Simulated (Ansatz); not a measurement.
Born–Oppenheimer molecular dynamics of CH9PSi3 (14 atoms, charge 0, multiplicity 1). It starts from a relaxed structure.

Level of theory: RKS PBE0-D4/6-31G in Ansatz 0.2.0.

```yaml
ensemble: NVE (velocity Verlet)
time_step: 2.5 fs
steps_asked: 100
starting_velocities_drawn_for: 300 K
seed: 841038
```

First frame:

```xyz
14
Properties=species:S:1:pos:R:3
C -1.396 0.521 0.154
Si -0.018 0.563 1.493
Si 1.700 -0.790 0.574
P 1.002 -1.238 -1.615
Si -0.629 0.430 -1.599
H -2.024 -0.364 0.310
H -2.037 1.408 0.241
H 0.466 1.977 1.677
H -0.519 0.056 2.819
H 1.903 -2.093 1.296
H 3.018 -0.072 0.499
H 0.088 -2.304 -1.246
H 0.084 1.719 -1.907
H -1.650 0.159 -2.668
```

**Question.** What does the run give?

**Answer.** The run went to its last step.

* steps done: 100
* time covered: 250 fs
* mean temperature over the second half: 152 K
* spread of the potential energy over the second half: 3.4 meV per atom
* mean potential energy of the second half above the start: 19.5 meV per atom

The conserved energy wandered by up to 5.8 meV per atom (net 3.2 meV per atom), which is poor conservation. The temperature averaged 0.51 of the 300 K drawn at the start: a run that starts near a minimum puts about half its kinetic energy into the potential. A step of 2.5 fs is long for free X–H stretches (periods near 10 fs) and can bias their spread and the temperature. A run of 0.25 ps of so small a system gives no equilibrium averages. Limits of this set-up: no polarisation functions.

**Question.** What happens to the structure?

**Answer.** The same pairs are bonded in the first frame and the last. Pairs count as bonded within 1.25 times the sum of covalent radii (0.12 Å more for H–H). This is one draw of velocities; another would differ in detail.

**Question.** How do temperature and energy run in time?

**Answer.** 
```json
{"time (fs)": "0.0", "T (K)": "300", "potential energy less start (eV)": "0.000", "conserved less start (meV/atom)": "0.00"}
{"time (fs)": "20.0", "T (K)": "160", "potential energy less start (eV)": "0.259", "conserved less start (meV/atom)": "3.00"}
{"time (fs)": "40.0", "T (K)": "104", "potential energy less start (eV)": "0.378", "conserved less start (meV/atom)": "5.23"}
{"time (fs)": "60.0", "T (K)": "146", "potential energy less start (eV)": "0.285", "conserved less start (meV/atom)": "3.36"}
{"time (fs)": "80.0", "T (K)": "193", "potential energy less start (eV)": "0.195", "conserved less start (meV/atom)": "2.09"}
{"time (fs)": "100.0", "T (K)": "108", "potential energy less start (eV)": "0.351", "conserved less start (meV/atom)": "3.81"}
{"time (fs)": "120.0", "T (K)": "94", "potential energy less start (eV)": "0.373", "conserved less start (meV/atom)": "3.76"}
{"time (fs)": "140.0", "T (K)": "151", "potential energy less start (eV)": "0.264", "conserved less start (meV/atom)": "2.32"}
{"time (fs)": "160.0", "T (K)": "183", "potential energy less start (eV)": "0.228", "conserved less start (meV/atom)": "3.31"}
{"time (fs)": "180.0", "T (K)": "155", "potential energy less start (eV)": "0.277", "conserved less start (meV/atom)": "3.70"}
{"time (fs)": "200.0", "T (K)": "156", "potential energy less start (eV)": "0.273", "conserved less start (meV/atom)": "3.60"}
{"time (fs)": "220.0", "T (K)": "160", "potential energy less start (eV)": "0.269", "conserved less start (meV/atom)": "3.70"}
{"time (fs)": "240.0", "T (K)": "147", "potential energy less start (eV)": "0.270", "conserved less start (meV/atom)": "2.28"}
```

Time of the run: 10 min on 1 CPU thread of a shared host.
